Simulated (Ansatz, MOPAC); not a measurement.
Species: InCl2, net charge 0, doublet state. SMILES: [Cl][In][Cl]

Atoms: In1, Cl2, Cl3. Bonds: In1-Cl2, In1-Cl3.

Bond lengths (Å) and angles (degrees) optimised at AM1 with MOPAC; PM3 with MOPAC; B3LYP/6-31G* with LANL2DZ past Ar with Ansatz (a quantum-chemistry and plane-wave program), each started from the B3LYP-D3(BJ)/def2-TZVP structure (Ansatz) of the last column. A row stands for all coordinates that are equal there. 6-31G* holds six Cartesian d functions.

```csv
coordinate,AM1,PM3,B3LYP/6-31G* with LANL2DZ past Ar,B3LYP-D3(BJ)/def2-TZVP
In1-Cl2,2.378,2.292,2.354,2.386
Cl2-In1-Cl3,179.1,118.6,119.0,119.9
```

Mean signed difference of all 2 bond lengths from B3LYP-D3(BJ)/def2-TZVP: AM1 -0.008 Å, PM3 -0.094 Å, B3LYP/6-31G* with LANL2DZ past Ar -0.032 Å.
